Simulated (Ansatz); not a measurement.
Basis-set series for `[NH2][Cd][F]`. Charge 0, multiplicity 1. Cd takes the def2 core potential. The geometry is a stationary point of PBE0-D4/def2-TZVP. It is one conformer, not always the lowest.

```json
{"functional": "PBE0-D4", "basis": "def2-SVP", "functions": "69", "energy (Eh)": "-323.24109", "HOMO (eV)": "-7.16", "LUMO (eV)": "-1.13"}
{"functional": "PBE0-D4", "basis": "def2-TZVPP", "functions": "146", "energy (Eh)": "-323.48292", "HOMO (eV)": "-7.48", "LUMO (eV)": "-1.36"}
{"functional": "ωB97M-V", "basis": "def2-SVP", "functions": "69", "energy (Eh)": "-323.28835", "HOMO (eV)": "-9.45", "LUMO (eV)": "0.62"}
{"functional": "ωB97M-V", "basis": "def2-TZVPP", "functions": "146", "energy (Eh)": "-323.53798", "HOMO (eV)": "-9.80", "LUMO (eV)": "0.30"}
```

**Question.** Give the rows for def2-QZVPP. (Estimate.)

**Answer.** The calculation gave: 
| functional | basis | functions | energy (Eh) | HOMO (eV) | LUMO (eV) |
| --- | --- | --- | --- | --- | --- |
| PBE0-D4 | def2-QZVPP | 262 | -323.49778 | -7.53 | -1.45 |
| ωB97M-V | def2-QZVPP | 262 | -323.55268 | -9.85 | -0.01 |

Positive LUMOs are unbound and depend on the basis.

All numbers were calculated with Ansatz.
